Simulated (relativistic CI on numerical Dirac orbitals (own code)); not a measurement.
**Cu⁴⁺ in a cubic cluster: 1s photoemission with charge transfer**

Computed with a charge-transfer multiplet model of a cubic metal-ligand cluster with up to 2 ligand holes, Slater and spin-orbit integrals from Dirac-Coulomb-Breit ions, Slater integrals scaled by 0.8. The ground state mixes d7 with configurations of k ligand holes L, whose averages lie at kΔ + k(k − 1)U_dd/2; a core hole lowers each added d electron by U_cd. 300 K, Lorentzian 1.1 eV and Gaussian 0.6 eV FWHM.

Atomic integrals in eV (Slater integrals scaled, ζ unscaled), ground: F2dd 11.838, F4dd 7.422, zeta_d 0.120; with the core hole: F2dd 13.094, F4dd 8.239, zeta_d 0.161, G2cd 0.084.

Cluster parameters (eV): Δ = -0.3, U_dd = 7.5, U_cd = 8.6, 10Dq = 0.75, 10Dq(ligand) = 0.1, final-state hopping factor = 0.9.

```
                             Case   n_d    d7   d8L  d9L2     S
V(eg) = 0.3 eV, V(t2g) = -0.15 eV  7.06  0.94  0.06  0.00  1.50
V(eg) = 0.6 eV, V(t2g) = -0.29 eV  7.17  0.83  0.17  0.00  1.50
V(eg) = 1.2 eV, V(t2g) = -0.59 eV  7.33  0.68  0.32  0.01  1.50
V(eg) = 1.5 eV, V(t2g) = -0.74 eV  7.39  0.62  0.36  0.01  1.50
V(eg) = 2.1 eV, V(t2g) = -1.03 eV  7.48  0.55  0.42  0.03  1.49
```

Weights, n_d and S are thermal averages at 300 K. Binding energies count from the first peak over 30 % of the highest in each spectrum, which can be another peak from case to case. The parameters are a model scan and need not match a compound or its usual spin state. Peaks in eV (height, largest 100):
- V(eg) = 0.3 eV, V(t2g) = -0.15 eV: -7.1 (8), 0.0 (100)
- V(eg) = 0.6 eV, V(t2g) = -0.29 eV: -7.6 (21), -4.0 (7), 0.0 (100)
- V(eg) = 1.2 eV, V(t2g) = -0.59 eV: 0.0 (64), 3.4 (32), 4.8 (23), 9.1 (100)
- V(eg) = 1.5 eV, V(t2g) = -0.74 eV: 0.0 (100), 4.1 (42), 5.4 (37), 9.8 (99)
- V(eg) = 2.1 eV, V(t2g) = -1.03 eV: 0.0 (100), 6.7 (37), 11.5 (43)

Curve for V(eg) = 0.3 eV, V(t2g) = -0.15 eV (points under 2 left out, the grid thinned):

E (eV), Intensity and a bar:
```
     -8.6        2.1 
     -8.3        3.0 
     -8.1        3.9 #
     -7.8        5.4 #
     -7.5        6.8 #
     -7.3        7.3 ##
     -7.0        7.6 ##
     -6.7        7.0 ##
     -6.5        6.3 #
     -6.2        5.3 #
     -5.9        4.4 #
     -5.7        3.8 #
     -5.4        3.2 
     -5.1        2.8 
     -4.9        2.7 
     -4.6        2.8 
     -4.3        3.0 
     -4.1        3.2 
     -3.8        3.4 
     -3.5        3.6 
     -3.3        3.8 #
     -3.0        4.3 #
     -2.8        4.8 #
     -2.5        5.8 #
     -2.2        7.3 ##
     -2.0        8.8 ##
     -1.7       11.9 ###
     -1.4       16.9 #####
     -1.2       22.3 ######
     -0.9       35.4 ##########
     -0.6       57.7 #################
     -0.4       76.7 #######################
     -0.1       98.2 ##############################
      0.2       93.3 ############################
      0.4       76.8 #######################
      0.7       49.4 ###############
      1.0       30.3 #########
      1.2       22.3 ######
      1.5       14.9 ####
      1.8       10.6 ###
      2.0        8.6 ##
      2.3        6.6 #
      2.6        5.2 #
      2.8        4.5 #
      3.1        3.7
```

For the case V(eg) = 1.2 eV, V(t2g) = -0.59 eV, Δ = -0.3 eV is smaller than U_dd = 7.5 eV, the charge-transfer side of the Zaanen-Sawatzky-Allen scheme (negative Δ: between configuration averages a ligand hole costs less than the nominal valence; multiplet and field energies can change this for the lowest states). With the core hole the average of the configuration with one ligand hole lies at Δ − U_cd = -8.9 eV before mixing: it lies below the unscreened one, so the lowest final states are mostly screened and the unscreened weight appears at higher binding energy as a satellite.

With at most 2 ligand holes the space is cut while the next configuration still counts, so covalency is underestimated, and a final configuration with one more ligand hole, which can lie low, is missing from the spectra.
